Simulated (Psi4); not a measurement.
H2BFOSe (SMILES OB(F)[SeH]), singlet, geometry from GFN2-xTB; BHHLYP/6-31G, TDA in Psi4.

Psi4 was given this input:
```
memory 2 GB

molecule mol {
0 1
  B    -0.565840    0.642910   -0.398351
  F    -1.706763    0.284144   -0.979033
  O    -0.179256    1.912828   -0.355992
  H    -0.742224    2.577593   -0.755698
  Se    0.552837   -0.701873    0.399110
  H     1.569898    0.211619    0.836933
symmetry c1
}

set basis 6-31g
set reference rks
set puream true
set save_jk true
set tdscf_states [5]
set tdscf_tda true
set d_convergence 1e-8

energy('td-bhhlyp')
print_variables()
```

What the program printed (banner, timings and long lists left out):

```
   => Loading Basis Set <=

    Name: 6-31G
    Role: ORBITAL
    Keyword: BASIS

         ---------------------------------------------------------
                                   SCF
               by Justin Turney, Rob Parrish, Andy Simmonett
                          and Daniel G. A. Smith
                              RKS Reference
         ---------------------------------------------------------

  ==> Geometry <==

    Molecular point group: c1
    Full point group: C1

    Geometry (in Angstrom), charge = 0, multiplicity = 1:

       Center              X                  Y                   Z               Mass
    ------------   -----------------  -----------------  -----------------  -----------------
         B           -0.593139058092     0.722703897444    -0.424127104097    11.009305360000
         F           -1.734062058092     0.363937897444    -1.004809104097    18.998403162730
         O           -0.206555058092     1.992621897444    -0.381768104097    15.994914619570
         H           -0.769523058092     2.657386897444    -0.781474104097     1.007825032230
         SE           0.525537941908    -0.622079102556     0.373333895903    79.916521800000
         H            1.542598941908     0.291412897444     0.811156895903     1.007825032230

  Running in c1 symmetry.

  Rotational constants: A =      0.33546  B =      0.09247  C =      0.07249 [cm^-1]
  Rotational constants: A =  10056.80273  B =   2772.05139  C =   2173.06813 [MHz]
  Nuclear repulsion =  234.558669179372714

  Charge       = 0
  Multiplicity = 1
  Electrons    = 58
  Nalpha       = 29
  Nbeta        = 29

  ==> Algorithm <==

  SCF Algorithm Type is DF.
  DIIS enabled.
  MOM disabled.
  Fractional occupation disabled.
  Guess Type is SAD.
  Energy threshold   = 1.00e-06
  Density threshold  = 1.00e-08
  Integral threshold = 1.00e-12

  ==> Primary Basis <==

  Basis Set: 6-31G
    Blend: 6-31G
    Number of shells: 30
    Number of basis functions: 58
    Number of Cartesian functions: 60
    Spherical Harmonics?: true
    Max angular momentum: 2

  ==> DFT Potential <==

   => LibXC <=

    Version 7.1.2
    S. Lehtola, C. Steigemann, M. J. T. Oliveira, and M. A. L. Marques,  SoftwareX 7, 1–5 (2018) (10.1016/j.softx.2017.11.002)

   => Composite Functional: BHANDHLYP <=

    BHandHLYP Hyb-GGA Exchange-Correlation Functional

    A. D. Becke,  J. Chem. Phys. 98, 1372 (1993) (10.1063/1.464304)
    Defined through Gaussian implementation.

    Deriv               =              1
    GGA                 =           TRUE
    Meta                =          FALSE

    Exchange Hybrid     =           TRUE
    MP2 Hybrid          =          FALSE

   => Exchange Functionals <=

    0.5000         Becke 88

   => Exact (HF) Exchange <=

    0.5000               HF

   => Correlation Functionals <=

    1.0000   Lee, Yang & Parr

   => LibXC Density Thresholds  <==

    XC_HYB_GGA_XC_BHANDHLYP:  1.00E-15

   => Molecular Quadrature <=

    Radial Scheme          =       TREUTLER
    Pruning Scheme         =           NONE
    Nuclear Scheme         =       TREUTLER

    Blocking Scheme        =         OCTREE
    BS radius alpha        =              1
    Pruning alpha          =              1
    Radial Points          =             75
    Spherical Points       =            302
    Total Points           =         129264
    Total Blocks           =           1034
    Max Points             =            256
    Max Functions          =             56
    Weights Tolerance      =       1.00E-15

   => Loading Basis Set <=

    Name: (6-31G AUX)
    Role: JKFIT
    Keyword: DF_BASIS_SCF

  ==> Integral Setup <==

  SCF_SUBTYPE=INCORE selected. In-core MEM_DF algorithm will be used.
  Using in-core AOs.

  ==> MemDFJK: Density-Fitted J/K Matrices <==

    J tasked:                   Yes
    K tasked:                   Yes
    wK tasked:                   No
    Algorithm:                 Core
    Schwarz Cutoff:           1E-12
    Mask sparsity (%):       4.1617
    Fitting Condition:        1E-10

   => Auxiliary Basis Set <=

  Basis Set: (6-31G AUX)
    Blend: CC-PVDZ-JKFIT
    Number of shells: 137
    Number of basis functions: 427
    Number of Cartesian functions: 502
    Spherical Harmonics?: true
    Max angular momentum: 3

  Minimum eigenvalue in the overlap matrix is 1.3236740371E-02.
  Reciprocal condition number of the overlap matrix is 3.2228019084E-03.
    Using symmetric orthogonalization.

  ==> Pre-Iterations <==

  SCF Guess: Superposition of Atomic Densities via on-the-fly atomic UHF (no occupation information).

   -------------------------
    Irrep   Nso     Nmo
   -------------------------
     A         58      58
   -------------------------
    Total      58      58
   -------------------------

  ==> Iterations <==

                           Total Energy        Delta E     RMS |[F,P]|

   @DF-RKS iter SAD: -2599.11465706324452   -2.59911e+03   0.00000e+00
   @DF-RKS iter   1: -2601.29084122050290   -2.17618e+00   3.31835e-02 ADIIS/DIIS
   @DF-RKS iter   2: -2601.53873700258555   -2.47896e-01   2.63244e-02 ADIIS/DIIS
   @DF-RKS iter   3: -2601.94416471063323   -4.05428e-01   1.74219e-03 ADIIS/DIIS
   @DF-RKS iter   4: -2601.94784271520894   -3.67800e-03   6.50546e-04 ADIIS/DIIS
   @DF-RKS iter   5: -2601.94834720466361   -5.04489e-04   1.11290e-04 ADIIS/DIIS
   @DF-RKS iter   6: -2601.94837217537997   -2.49707e-05   2.41243e-05 DIIS
   @DF-RKS iter   7: -2601.94837335070679   -1.17533e-06   1.25216e-05 DIIS
   @DF-RKS iter   8: -2601.94837363235365   -2.81647e-07   8.62292e-07 DIIS
   @DF-RKS iter   9: -2601.94837363683564   -4.48199e-09   1.77889e-07 DIIS
   @DF-RKS iter  10: -2601.94837363695206   -1.16415e-10   3.07977e-08 DIIS
   @DF-RKS iter  11: -2601.94837363694751    4.54747e-12   1.02153e-08 DIIS
   @DF-RKS iter  12: -2601.94837363695206   -4.54747e-12   1.15248e-09 DIIS
  Energy and wave function converged.

  ==> Post-Iterations <==

[...]
  @DF-RKS Final Energy: -2601.94837363695206
    Total Energy =                      -2601.9483736369516009
[...]
 Dipole Z            :          2.6683031           -2.8251917           -0.1568885
 Magnitude           :                                                    0.9717598

 ------------------------------------------------------------------------------------

******************************************************************************************
**********                               WARNING                                **********
**********       The names of excited state variables changed between 1.5       **********
**********     and 1.6. For a quick solution, remove the symmetry specifier     **********
**********   from the variable name. For full details, see 'Notes on Psivars'   **********
**********                        in the documentation.                         **********
******************************************************************************************

         ---------------------------------------------------------
                         TDSCF excitation energies
                 by Andrew M. James and Daniel G. A. Smith
         ---------------------------------------------------------

  ==> Options <==

     Residual threshold  : 1.0000e-06
     Initial guess       : denominators
     Reference           : RHF
     Solver type         : TDA (Davidson)

  ==> Requested Excitations <==

      5 singlet states with A symmetry

  ==> Seeking the lowest 5 singlet states with A symmetry

                         Generalized Davidson Solver
                               By Ruhee Dcunha

  ==> Options <==

    Max number of iterations        = 60
    Eigenvector tolerance           = 1.0000e-06
    Max number of expansion vectors = 1500

  => Iterations <=
                           Max[D[value]]     Max[|R|]   # vectors
  DavidsonSolver iter   1:   3.47497e-01  7.67110e-02     20
  DavidsonSolver iter   2:   7.67966e-03  2.37263e-02     25
  DavidsonSolver iter   3:   3.79658e-04  5.13298e-03     30
  DavidsonSolver iter   4:   3.27217e-05  1.90934e-03     35
  DavidsonSolver iter   5:   1.63018e-06  4.52058e-04     40
  DavidsonSolver iter   6:   1.05865e-07  7.49125e-05     45
  DavidsonSolver iter   7:   3.29008e-09  1.74802e-05     49
  DavidsonSolver iter   8:   2.17854e-10  3.08239e-06     51
  DavidsonSolver iter   9:   9.42546e-12  8.20647e-07     52      Converged

******************************************************************************************
**********                               WARNING                                **********
**********  Length-gauge rotatory strengths are **NOT** gauge-origin invariant  **********
******************************************************************************************

                                    Excitation Energy         Total Energy        Oscillator Strength             Rotatory Strength
     #   Sym: GS->ES (Trans)        au              eV              au          au (length)    au (velocity)    au (length)    au (velocity)
    ---- -------------------- --------------- --------------- --------------- --------------- --------------- --------------- ---------------
     1        A->A (1 A)       0.24557         6.68236        -2601.70280      0.0001          0.0021          0.0000          0.0000
     2        A->A (1 A)       0.28185         7.66956        -2601.66652      0.1432          0.0047         -0.0000         -0.0000
     3        A->A (1 A)       0.30030         8.17159        -2601.64807      0.0064          0.0075         -0.0000          0.0000
     4        A->A (1 A)       0.33083         9.00225        -2601.61755      0.0251          0.0063          0.0000          0.0000
     5        A->A (1 A)       0.34420         9.36619        -2601.60417      0.0078          0.0008          0.0000          0.0000

Contributing excitations
Only contributions with abs(coeff) > 1.00e-01 will be printed:

Excited State    1 (1 A):   0.24557 au   185.54 nm f = 0.0001
  Sums of squares: Xssq =  1.000000e+00
     29a  ->  30a     0.980604 (96.158%)
     29a  ->  32a    -0.164963 ( 2.721%)

Excited State    2 (1 A):   0.28185 au   161.66 nm f = 0.1432
  Sums of squares: Xssq =  1.000000e+00
     28a  ->  30a     0.212011 ( 4.495%)
     28a  ->  33a     0.129697 ( 1.682%)
     29a  ->  31a    -0.952216 (90.672%)

Excited State    3 (1 A):   0.30030 au   151.73 nm f = 0.0064
  Sums of squares: Xssq =  1.000000e+00
     29a  ->  30a    -0.118903 ( 1.414%)
     29a  ->  32a    -0.874517 (76.478%)
     29a  ->  33a    -0.440229 (19.380%)

Excited State    4 (1 A):   0.33083 au   137.73 nm f = 0.0251
  Sums of squares: Xssq =  1.000000e+00
     27a  ->  31a    -0.173385 ( 3.006%)
     28a  ->  31a    -0.923455 (85.277%)
     29a  ->  32a     0.186449 ( 3.476%)
     29a  ->  33a    -0.233540 ( 5.454%)
     29a  ->  34a     0.104638 ( 1.095%)

Excited State    5 (1 A):   0.34420 au   132.37 nm f = 0.0078
  Sums of squares: Xssq =  1.000000e+00
     26a  ->  32a     0.194883 ( 3.798%)
     28a  ->  31a    -0.276208 ( 7.629%)
     29a  ->  30a    -0.119744 ( 1.434%)
     29a  ->  32a    -0.366517 (13.433%)
     29a  ->  33a     0.843554 (71.158%)

******************************************************************************************
**********                               WARNING                                **********
**********       The names of excited state variables changed between 1.5       **********
**********     and 1.6. For a quick solution, remove the symmetry specifier     **********
**********   from the variable name. For full details, see 'Notes on Psivars'   **********
**********                        in the documentation.                         **********
******************************************************************************************

  Variable Map:
  ----------------------------------------------------------------------------
[...]
  Array Variable Map:
  ----------------------------------------------------------------------------
[...]
[...]
```
